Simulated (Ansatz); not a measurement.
Ga₆N₇H₂₀⁺, a cluster cut from zinc blende GaN (hydrogen-capped). Charge 1, multiplicity 3. Geometry r2SCAN-D4/def2-SVP, that of the charge +1 singlet; atoms count from 1.

```xyz
33

N     0.915   -1.787    2.090
N    -2.450    1.967   -1.200
N    -0.469   -1.844   -0.689
N    -1.127    0.453    1.228
N     1.941    1.061    1.493
N     0.542    0.981   -1.315
N     2.571   -1.264   -0.435
Ga   -2.934    0.747    0.319
Ga   -0.889   -1.458    1.213
Ga    2.525   -0.819    1.487
Ga   -1.073    1.336   -2.517
Ga    0.979   -0.868   -1.635
Ga    0.248    1.602    0.495
H     1.099   -2.796    2.069
H     0.781   -1.608    3.092
H    -2.259    2.921   -0.876
H    -3.314    2.064   -1.747
H    -0.379   -2.854   -0.840
H    -1.329   -1.599   -1.203
H    -1.317    0.763    2.188
H     1.839    1.378    2.464
H     2.704    1.652    1.143
H     1.261    1.577   -1.739
H     2.814   -2.256   -0.546
H     3.375   -0.791   -0.863
H    -3.232   -0.643   -0.364
H    -3.860    1.478    1.335
H    -1.923   -2.400    1.880
H     3.825   -1.129    2.275
H    -1.548   -0.109   -2.932
H    -0.686    2.483   -3.497
H     1.316   -1.377   -3.060
H     0.055    3.137    0.687
```

Single mean-field runs in def2-TZVP are fitted with def2-universal-jkfit. At PBE0-D4/def2-TZVP a singlet of charge 1 lies 6.42 eV below the triplet at the same geometry.

(1) Estimate the Mulliken populations of the heavy atoms from the PBE0/def2-TZVP orbitals of Ansatz.

(2) Where does the spin sit?

(3) And the Mayer bond orders between heavy atoms (over 0.3)?

Answers

(1) 
| atom | charge (e) | spin (α − β) |
| --- | --- | --- |
| N1 | -0.47 | -0.03 |
| N2 | -0.58 | 0.01 |
| N3 | -0.51 | 0.00 |
| N4 | -0.38 | 0.09 |
| N5 | -0.14 | -0.05 |
| N6 | -0.38 | 0.09 |
| N7 | -0.47 | -0.03 |
| Ga8 | 0.24 | 0.05 |
| Ga9 | 0.26 | 0.06 |
| Ga10 | 0.30 | 0.13 |
| Ga11 | 0.24 | 0.06 |
| Ga12 | 0.26 | 0.06 |
| Ga13 | 0.10 | 0.23 |
Mulliken values depend strongly on the basis.

(2) Summed by element: N 0.09, Ga 0.59, H 1.32, of 2 unpaired in all. Largest on single atoms: Ga13 0.23, H22 0.20, H21 0.20.

(3) N1–Ga9 0.62 (2.03 Å); N1–Ga10 0.72 (1.97 Å); N2–Ga8 0.67 (2.01 Å); N2–Ga11 0.67 (2.01 Å); N3–Ga9 0.72 (1.99 Å); N3–Ga12 0.72 (1.99 Å); N4–Ga8 0.60 (2.04 Å); N4–Ga9 0.78 (1.93 Å); N4–Ga13 0.84 (1.94 Å); N5–Ga10 0.56 (1.97 Å); N5–Ga13 0.42 (2.04 Å); N6–Ga11 0.60 (2.04 Å); N6–Ga12 0.77 (1.93 Å); N6–Ga13 0.84 (1.94 Å); N7–Ga10 0.72 (1.97 Å); N7–Ga12 0.62 (2.03 Å).
